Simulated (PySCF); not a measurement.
I₂In, charge +1. Atoms are numbered in the order given.

```xyz
3

In     0.0000     0.0000     0.0000
I      0.0000     0.0000    -2.5913
I      0.0000     0.0000     2.5913
```
Charge +1, spin multiplicity 1.

Geometry: PBE-D3(BJ)/def2-SVP. The spin state was assumed, not searched. The isomer is the one that the SMILES or the coordinates give; other isomers of the formula were not compared. The def2 effective core potentials stand for the cores of I, In; spin–orbit coupling is left out.

Method: TDA-LC-ωPBE/def2-SVPD in PySCF.

Vertical excitations; the highest root listed may be one member of a degenerate set. Gas-phase values at a fixed geometry. State labels are in the subgroup D2h.

Q: Estimate the UV-visible absorptions. (An estimate is asked for; the answer gives what the named calculation found.)

A: 
```
state  symmetry  energy (eV)  λ (nm)      f                                              main pairs
-----  --------  -----------  ------  -----  ------------------------------------------------------
S1          B2g         3.58     346  0.000                            HOMO−1→LUMO (degenerate set)
S2          B3g         3.58     346  0.000                              HOMO→LUMO (degenerate set)
S3          B2u         3.95     314  0.009                            HOMO−3→LUMO (degenerate set)
S4          B3u         3.95     314  0.009                            HOMO−2→LUMO (degenerate set)
S5          B1u         5.41     229  0.055  HOMO−4→LUMO 46 %, HOMO−1→LUMO+2 26 %, HOMO→LUMO+1 26 %
S6           Au         5.52     225  0.000                    HOMO→LUMO+2 49 %, HOMO−1→LUMO+1 49 %
S7           Au         5.54     224  0.000             HOMO−1→LUMO+1, HOMO→LUMO+2 (degenerate set)
S8          B1u         5.54     224  0.000             HOMO→LUMO+1, HOMO−1→LUMO+2 (degenerate set)
S9          B1g         5.80     214  0.000                  HOMO−2→LUMO+1 48 %, HOMO−3→LUMO+2 48 %
S10          Ag         5.86     212  0.000                  HOMO−3→LUMO+1 49 %, HOMO−2→LUMO+2 49 %
T1          B2g         3.07     404      0                            HOMO−1→LUMO (degenerate set)
T2          B3g         3.07     404      0                              HOMO→LUMO (degenerate set)
T3          B2u         3.37     367      0                            HOMO−3→LUMO (degenerate set)
T4          B3u         3.37     367      0                            HOMO−2→LUMO (degenerate set)
```
Triplets are in the Tamm–Dancoff approximation.
